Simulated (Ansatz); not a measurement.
Species: C$_{5}$H$_{9}$, net charge 0, doublet state. It need not be the lowest isomer of its formula. 
Structure (B3LYP-D3(BJ)/def2-TZVP (Ansatz, a first-principles code) minimum search):
```
C
H 1 1.0919
H 1 1.0960 2 106.97
C 1 1.5052 2 109.48 3 117.78
C 4 1.3040 1 126.24 2 4.48
H 5 1.0781 4 138.34 1 179.49
H 4 1.0964 5 118.40 6 0.70
C 1 1.5324 2 109.95 3 -118.08
H 8 1.0934 1 108.86 2 -62.57
H 8 1.0946 9 106.28 1 117.52
C 8 1.5255 9 109.98 10 118.72
H 11 1.0914 8 111.34 9 -58.24
H 11 1.0925 12 107.76 8 -122.03
H 11 1.0927 12 107.79 13 -115.85
```
Charge 0, spin multiplicity 2.

Total electronic energies in hartree. Correlated levels leave the core frozen unless marked. UHF or UKS for open shells. No spin-orbit coupling. Non-relativistic unless marked X2C. Basis-set limits of correlation are two-point, X^-3; Hartree-Fock from the larger set.

The UHF reference is spin-contaminated (<S^2> 0.17 over the pure value in the largest basis). 

```json
[
 {"level": "HF/cc-pVDZ", "program": "Ansatz", "energy (Eh)": "-194.51390"},
 {"level": "SVWN5/def2-TZVPD", "program": "Ansatz", "energy (Eh)": "…"},
 {"level": "revPBE/def2-TZVPD", "program": "Ansatz", "energy (Eh)": "-195.85683"},
 {"level": "BHLYP-D3(BJ)/def2-TZVPD", "program": "Ansatz + dftd3", "energy (Eh)": "-195.80359"},
 {"level": "BHLYP-D4/def2-TZVPD", "program": "Ansatz + dftd4", "energy (Eh)": "-195.80080"},
 {"level": "BHLYP/def2-TZVPD", "program": "Ansatz", "energy (Eh)": "-195.79128"},
 {"level": "CAM-B3LYP-D3(BJ)/def2-TZVPD", "program": "Ansatz + dftd3", "energy (Eh)": "-195.80536"},
 {"level": "wB97X-V/def2-TZVPD", "program": "Ansatz", "energy (Eh)": "-195.85659"},
 {"level": "MP2/6-31G*", "program": "Ansatz", "energy (Eh)": "-195.10497"},
 {"level": "MP2/cc-pVTZ", "program": "Ansatz", "energy (Eh)": "-195.37516"},
 {"level": "RI-MP2/CBS(cc-pVTZ,cc-pVQZ)", "program": "Ansatz", "energy (Eh)": "-195.4750"},
 {"level": "CCSD/cc-pVTZ", "program": "Ansatz", "energy (Eh)": "-195.43802"},
 {"level": "CCSD(T)/cc-pVTZ", "program": "Ansatz", "energy (Eh)": "-195.47434"},
 {"level": "X2C-CCSD(T)/cc-pVTZ-DK", "program": "Ansatz", "energy (Eh)": "-195.54777"},
 {"level": "CCSD(T)/CBS(cc-pVTZ,cc-pVQZ)", "program": "Ansatz", "energy (Eh)": "-195.5633"}
]
```

Question: What belongs in the gaps?

Answer: 
- SVWN5/def2-TZVPD, energy (Eh): -194.05007
